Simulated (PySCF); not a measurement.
SMILES CC(C)[CH2][GeH3] (C₄H₁₂Ge), singlet (GFN2-xTB optimised geometry):

```
17

Ge    -1.566    -0.787     0.000
C      0.410    -0.787     0.000
C      1.110     0.022    -1.091
C      0.884     1.516    -0.894
C      0.640    -0.407    -2.475
H     -2.050    -1.471     1.241
H     -2.188     0.574     0.000
H     -2.156    -1.539    -1.151
H      0.725    -1.832    -0.071
H      0.742    -0.432     0.979
H      2.188    -0.174    -1.014
H     -0.176     1.749    -0.983
H      1.425     2.087    -1.647
H      1.227     1.832     0.089
H     -0.413    -0.157    -2.602
H      0.759    -1.481    -2.605
H      1.210     0.100    -3.250
```

Calculation: PySCF 2.14.0 with B3LYP/def2-SVP.

What are the frontier orbital energies and the dipole moment?

HOMO-2 -8.78 eV, HOMO-1 -8.75 eV, HOMO -8.01 eV, LUMO 1.06 eV, LUMO+1 1.73 eV; dipole moment 0.98 D.

On the same geometry PBE/def2-SVP (PySCF 2.14.0) gives HOMO-2 -7.64 eV, HOMO-1 -7.63 eV, HOMO -6.97 eV, LUMO 0.50 eV, LUMO+1 1.12 eV; dipole moment 0.99 D.

Meta-Löwdin charges at B3LYP/def2-SVP: Ge1 0.35, C2 -0.35, C3 -0.02, C4 -0.28, C5 -0.28, H6 -0.07, H7 -0.08, H8 -0.08, H9 0.10, H10 0.09, H11 0.08, H12 0.09, H13 0.09, H14 0.09, H15 0.09, H16 0.09, H17 0.09.
